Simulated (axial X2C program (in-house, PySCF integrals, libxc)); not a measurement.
## Spin–orbit effects down a group: molecules with Cr, MP2

All values come from calculations with an axial X2C code built on PySCF integrals, spin-free (one-electron X2C) or two-component (2c: spin–orbit coupling with atomic mean-field Coulomb and Gaunt terms, which also bring small scalar terms), in Dyall basis sets with cores contracted in-house; open shells are unrestricted.

Basis sets: Cl dyall-av3z, Cr dyall-cv3z, F dyall-av3z, I dyall-cv3z. Frozen shells (counts by l): CrF Cr 3s2p, F 1s, 13 electrons correlated; CrCl Cr 3s2p, Cl 2s1p, 13 electrons correlated; CrI I 4s3p2d, Cr 3s2p, 13 electrons correlated. Where the outer core of a metal is frozen, bonds come out longer and ionisation energies lower.

| molecule | spin-free state | Re (Å) | ωe (cm⁻¹) | De (eV) | 2c state | Re 2c (Å) | ωe 2c (cm⁻¹) | De 2c (eV) |
| --- | --- | --- | --- | --- | --- | --- | --- | --- |
| CrF | M_S = 5/2, Λ = 0 | 1.790 | 672.0 | 5.08 | Ω = 5/2 | 1.791 | 671.8 | 5.06 |
| CrCl | M_S = 5/2, Λ = 0 | 2.192 | 408.9 | 3.54 | Ω = 5/2 | 2.192 | 408.7 | 3.49 |
| CrI | M_S = 5/2, Λ = 0 | 2.566 | 241.7 | 2.86 | Ω = 5/2 | 2.569 | 240.3 | 2.58 |

Q: Work out the shifts from the spin-free to the two-component result.

A: 

```json
{"molecule": "CrF", "2c state": "Ω = 5/2", "ΔRe (Å)": "0.001", "Δωe (cm⁻¹)": "-0.2", "ΔDe (eV)": "-0.02"}
{"molecule": "CrCl", "2c state": "Ω = 5/2", "ΔRe (Å)": "0.000", "Δωe (cm⁻¹)": "-0.2", "ΔDe (eV)": "-0.05"}
{"molecule": "CrI", "2c state": "Ω = 5/2", "ΔRe (Å)": "0.003", "Δωe (cm⁻¹)": "-1.4", "ΔDe (eV)": "-0.28"}
```

Shifts of one unit in the last digit are rounding.

Each entry is the lowest single determinant of a limited PBE0 search at one distance. De goes to single-determinant-based atoms at the same level (for ions the charge split of lowest energy) and is withheld (n/a) where an atom does not fit its ground term or J level. Main or longest-lived isotopes. One determinant is a doubtful description, or other states lie close, for CrF, CrCl, CrI; these need not be ground states, and all values refer to the states named. With several unpaired electrons the Ω given is that of one determinant, not necessarily of the lowest component.
